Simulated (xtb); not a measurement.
InI, SMILES [In][I] (connectivity only; charge and spin as stated), neutral, multiplicity 1. All values are semi-empirical tight-binding results from xtb (GFN2-xTB unless named), good for trends rather than for accurate numbers. Geometry: GFN2-xTB.

For metal compounds this method's bond lengths and energies can be far off.

| Item | Value |
|---|---|
| point group as xtb finds it | C∞v |
| orbital gap | 4.93 eV |
